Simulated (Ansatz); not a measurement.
C$_{2}$H$_{6}$SSi, SMILES `CC[Si]S`. Total charge 0; spin multiplicity 1.

Cartesian coordinates in Å:
```
C -0.815 -1.046 0.743
C -0.009 0.104 0.149
Si 0.520 -0.188 -1.662
S 1.601 1.621 -2.015
H -1.108 -0.845 1.776
H -0.244 -1.978 0.739
H -1.730 -1.229 0.173
H -0.583 1.040 0.178
H 0.897 0.293 0.738
H 1.472 2.228 -0.818
```

Problem. List the harmonic frequencies (cm⁻¹, unscaled) at PBE0-D4/def2-TZVP in Ansatz. (Best estimate.)

Solution. Ansatz gave: 50, 161, 189, 287, 388, 507, 566, 612, 710, 921, 968, 1048, 1221, 1250, 1407, 1420, 1488, 1497, 2657, 3019, 3042, 3062, 3112, 3114.

Problem. Is this a minimum?

Solution. Yes, all 24 modes are real.

Problem. Give the ideal-gas thermochemistry at 298.15 K and 1 bar (rigid rotor, harmonic oscillator; point group Cs, symmetry number 1).

Solution. Zero-point energy 195.6 kJ/mol; H(298) − E = 215.0 kJ/mol; entropy 335.2 J/(mol·K), of which translation 165.0, rotation 109.9, vibration 60.3; G(298) − E = 115.1 kJ/mol. Modes under 100 cm⁻¹ are hindered rotations or soft bends, so the harmonic entropy is rough.

Problem. Rotational constants (cm⁻¹)?

Solution. 0.4597, 0.06751, 0.06017.
